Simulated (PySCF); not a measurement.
A GIAO shielding run with PySCF 2.14 (density fitting, non-relativistic, gas phase) on SMILES C[Si](C)(C)C, C4H12Si:

```
$ OMP_NUM_THREADS=1 python probes_run.py task.json out

{"job": {"kind": "nmr", "xc": "PBE", "basis": "IGLO-II", "pop": false}, "charge": 0, "multiplicity": 1}
C     -0.406572    -1.213421    -1.419378
Si    -0.001168    -0.000673    -0.001754
C      0.008130     1.785545    -0.675355
C     -1.319794    -0.154927     1.370252
C      1.716091    -0.415535     0.721562
H     -1.379676    -1.003559    -1.853159
H     -0.418731    -2.241638    -1.070248
H      0.327027    -1.147965    -2.217335
H      0.242457     2.501867     0.106393
H     -0.958122     2.057909    -1.089187
H      0.746490     1.907664    -1.462097
H     -2.312057     0.075313     0.994143
H     -1.350945    -1.160472     1.779082
H     -1.116988     0.525824     2.191677
H      1.746276    -1.426357     1.117085
H      2.493128    -0.336762    -0.032799
H      1.977455     0.259220     1.531210
```

Hardware: 1 thread of an Intel Xeon, shared host.

(1) How large is the calculation?

(2) How long does it take, and how much memory does it need?

(3) And these other runs on the same molecule and hardware: GIAO shielding at HCTH407/aug-pcSseg-1; GIAO shielding at HF/IGLO-II; GIAO shielding at HSE06/aug-pcSseg-1; GIAO shielding at LC-wPBE/aug-pcSseg-1; GIAO shielding at LDA/IGLO-II; GIAO shielding at OLYP/aug-pcSseg-1?

Results:

(1) 50 electrons, 195 basis functions and 705 auxiliary functions.

(2) 20 s of wall time, with 13 SCF cycles; peak memory 1.1 GiB. Times on a shared host scatter by some tens of per cent.

(3) HCTH407/aug-pcSseg-1: 245 functions, 48 s; HF/IGLO-II: 195 functions, 7 s; HSE06/aug-pcSseg-1: 245 functions, 56 s; LC-wPBE/aug-pcSseg-1: 245 functions, 53 s; LDA/IGLO-II: 195 functions, 15 s; OLYP/aug-pcSseg-1: 245 functions, 38 s.
